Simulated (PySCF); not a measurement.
LDA on Nb⁻ (niobium, charge -1), [Kr] 4d4 5s2, high-spin 5D determinant. All numbers are calculated (PySCF 2.14, a scalar-relativistic core potential, in aug-cc-pwCVDZ-PP with ECP28MDF (6s6p5d3f, 70 functions)).

```
cycle= 1 E= -56.5318469585923  delta_E= -0.0239  |g|= 0.062  |ddm|= 1.55
cycle= 2 E= -56.531415796677  delta_E= 0.000431  |g|= 0.0671  |ddm|= 0.21
cycle= 3 E= -56.5328622363375  delta_E= -0.00145  |g|= 0.0281  |ddm|= 0.136
cycle= 4 E= -56.5337111564446  delta_E= -0.000849  |g|= 0.00226  |ddm|= 0.0782
cycle= 5 E= -56.5337172935974  delta_E= -6.14e-06  |g|= 0.000304  |ddm|= 0.0077
cycle= 6 E= -56.5337173797719  delta_E= -8.62e-08  |g|= 4.78e-05  |ddm|= 0.00148
cycle= 7 E= -56.5337173837995  delta_E= -4.03e-09  |g|= 7.92e-07  |ddm|= 0.000187
cycle= 8 E= -56.5337173838005  delta_E= -1.01e-12  |g|= 1.02e-07  |ddm|= 6.74e-06
converged SCF energy = -56.5337173838005  <S^2> = 6.0497532  2S+1 = 5.0198619
```

Highest occupied orbital energy: 1.335 eV; ⟨L²⟩ = 6.05; populations by l: s 3.99, p 6.00, d 4.01, f 0.00.

(1) Can this result be used?

Results:

(1) With care. The run converged. Energies and moments cover only the electrons outside the core potential. At LDA the highest occupied level has a positive energy, so only the finite basis holds that electron; in a semilocal or global hybrid functional this comes from self-interaction and does not mean that the real anion is unbound.
